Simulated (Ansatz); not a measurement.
Consider the redistribution: `F[SiH](F)[CH2][GeH3]` + `FC1O[SiH2]O1` → `[GeH3][CH]1O[SiH2]O1` + `FC[SiH](F)F`.

Calculated with Ansatz (gas phase, PBE0-D4/def2-TZVP geometries, no zero-point term in ΔE). CBS: MP2 limit from def2 TZ/QZ plus the TZ coupled-cluster correction, frozen cores. DFT in def2-TZVPP. B3LYP here is the variant with VWN-RPA as its local correlation; programs differ in this. For Ge outer-core shells are correlated without core-valence functions, which leaves a few kJ/mol of doubt a bond. Scalar relativity is left out up to krypton. One conformer a species, not always the lowest.

CCSD(T)/CBS gives +1.36 eV.

(1) Another level gave +1.25 eV. Which?
A. CCSD/def2-TZVPP
B. B2PLYP/def2-TZVPP
C. B3LYP-D4/def2-TZVPP
D. MP2/def2-TZVPP

Largest T1 diagnostic among the species: 0.013.

## Answers

(1) C. B3LYP-D4 1.25, CCSD/def2-TZVPP 1.39, MP2/def2-TZVPP 1.44, B2PLYP 1.32 eV.

From PBE to PBE0 (25 % exact exchange), in def2-TZVPP and without D4, ΔE moves by +0.09 eV.
